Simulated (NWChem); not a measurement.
System meant: CH$_{6}$O$_{2}$Si$_{2}$; SMILES O[Si@@H]1CO[SiH2]1

The following NWChem deck was run.

```
start job
memory heap 200 mb stack 900 mb global 1100 mb
geometry units angstroms noautoz
  O      0.176755    -2.176987    -0.727287
  Si    -0.088529    -0.904157     0.316493
  C     -1.496525     0.331598    -0.134122
  O     -0.773951     1.567748    -0.036990
  Si     0.884055     1.196394     0.017357
  H      0.106070    -3.064258    -0.365309
  H     -0.192884    -1.432198     1.717228
  H     -1.886977     0.177773    -1.157181
  H     -2.362151     0.350110     0.550793
  H      1.574729     1.942421     1.113146
  H      1.602512     1.495928    -1.260915
end
basis spherical
  O library def2-svp
  Si library def2-svp
  C library def2-svp
  H library def2-svp
end
dft
  odft
  mult 2
  xc xpbe96 cpbe96
  iterations 150
  mulliken
end
task dft energy
```

End of the output:

```
 ==============================================================================
                                 internuclear angles
 ------------------------------------------------------------------------------
        center 1       |       center 2       |       center 3       |  degrees
 ------------------------------------------------------------------------------
    2 Si               |   1 O                |   6 H                |   117.22
    1 O                |   2 Si               |   3 C                |   117.35
    1 O                |   2 Si               |   5 Si               |   122.72
    1 O                |   2 Si               |   7 H                |   109.07
    3 C                |   2 Si               |   5 Si               |    72.38
    3 C                |   2 Si               |   7 H                |   113.15
    5 Si               |   2 Si               |   7 H                |   117.73
    2 Si               |   3 C                |   4 O                |    99.71
    2 Si               |   3 C                |   8 H                |   112.65
    2 Si               |   3 C                |   9 H                |   116.02
    4 O                |   3 C                |   8 H                |   111.11
    4 O                |   3 C                |   9 H                |   109.78
    8 H                |   3 C                |   9 H                |   107.43
    3 C                |   4 O                |   5 Si               |   107.76
    2 Si               |   5 Si               |   4 O                |    78.13
    2 Si               |   5 Si               |  10 H                |   123.21
    2 Si               |   5 Si               |  11 H                |   119.32
    4 O                |   5 Si               |  10 H                |   111.41
    4 O                |   5 Si               |  11 H                |   113.40
   10 H                |   5 Si               |  11 H                |   107.72
 ------------------------------------------------------------------------------
                            number of included internuclear angles:         20
 ==============================================================================

 Summary of "ao basis" -> "" (spherical)
 ------------------------------------------------------------------------------
       Tag                 Description            Shells   Functions and Types
 ---------------- ------------------------------  ------  ---------------------
 O                          def2-svp                 6       14   3s2p1d
 Si                         def2-svp                 8       18   4s3p1d
 C                          def2-svp                 6       14   3s2p1d
 H                          def2-svp                 3        5   2s1p

  pbe96 is a nonlocal functional; adding pw91lda local functional.

                                 NWChem DFT Module
                                 -----------------

 Summary of "ao basis" -> "ao basis" (spherical)
 ------------------------------------------------------------------------------
       Tag                 Description            Shells   Functions and Types
 ---------------- ------------------------------  ------  ---------------------
 O                          def2-svp                 6       14   3s2p1d
 Si                         def2-svp                 8       18   4s3p1d
 C                          def2-svp                 6       14   3s2p1d
 H                          def2-svp                 3        5   2s1p

  number of electrons :                   56
  multiplicity        :                    2
 ------------------------------------------------------------------------
  no. of electrons and multiplicity not compatible                  56
 ------------------------------------------------------------------------
 ------------------------------------------------------------------------
  current input line :
    29: task dft energy
 ------------------------------------------------------------------------
 ------------------------------------------------------------------------
 There is an error in the input file
 ------------------------------------------------------------------------
 For more information see the NWChem manual at https://nwchemgit.github.io

0: no. of electrons and multiplicity not compatible:Received an Error in Communication
```

Can this run be used? If not, why, and what is the fix?

The input was rejected before any calculation. Cause: the multiplicity doesn't fit the number of electrons (an even count wants an odd multiplicity, and the reverse). This input runs:
```
start job
memory heap 200 mb stack 900 mb global 1100 mb
geometry units angstroms noautoz
  O      0.176755    -2.176987    -0.727287
  Si    -0.088529    -0.904157     0.316493
  C     -1.496525     0.331598    -0.134122
  O     -0.773951     1.567748    -0.036990
  Si     0.884055     1.196394     0.017357
  H      0.106070    -3.064258    -0.365309
  H     -0.192884    -1.432198     1.717228
  H     -1.886977     0.177773    -1.157181
  H     -2.362151     0.350110     0.550793
  H      1.574729     1.942421     1.113146
  H      1.602512     1.495928    -1.260915
end
basis spherical
  O library def2-svp
  Si library def2-svp
  C library def2-svp
  H library def2-svp
end
dft
  xc xpbe96 cpbe96
  iterations 150
  mulliken
end
task dft energy
```
It converges to -770.33384 Ha (PBE/def2-SVP).
